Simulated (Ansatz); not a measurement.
`[SiH3]OBS` at its PBE0-D4/def2-TZVP geometry, where that method's forces vanish. Charge 0, multiplicity 1.

```tsv
atom	x (Å)	y (Å)	z (Å)
Si1	0.914	1.048	0.007
O2	0.643	-0.573	-0.097
B3	-0.349	-1.486	-0.089
S4	-2.112	-1.126	0.084
H5	1.505	1.499	-1.274
H6	-0.349	1.792	0.260
H7	1.857	1.279	1.125
H8	-0.078	-2.645	-0.205
H9	-2.031	0.212	0.188
```

(1) For each bond, give half the difference of the two atoms' forces along it (eV/Å; positive pushes the atoms apart) under PBE-D4, r2SCAN-D4, B3LYP-D4, ωB97M-V in def2-TZVPP. (Estimate.)

## Answers

(1) Ansatz gave: 
| bond | length (Å) | PBE-D4 | r2SCAN-D4 | B3LYP-D4 | ωB97M-V |
| --- | --- | --- | --- | --- | --- |
| Si1–O2 | 1.646 | 0.22 | -0.02 | 0.12 | 0.14 |
| Si1–H5 | 1.481 | 0.04 | -0.03 | -0.09 | -0.14 |
| Si1–H6 | 1.488 | 0.02 | -0.02 | -0.08 | -0.13 |
| Si1–H7 | 1.481 | 0.04 | -0.03 | -0.09 | -0.15 |
| O2–B3 | 1.348 | 0.22 | 0.14 | 0.06 | 0.13 |
| B3–S4 | 1.807 | -0.01 | 0.04 | 0.14 | 0.06 |
| B3–H8 | 1.196 | 0.00 | -0.09 | -0.20 | -0.21 |
| S4–H9 | 1.345 | 0.28 | 0.01 | -0.03 | -0.12 |

B3LYP here is the variant with VWN-RPA as its local correlation; programs differ in this.
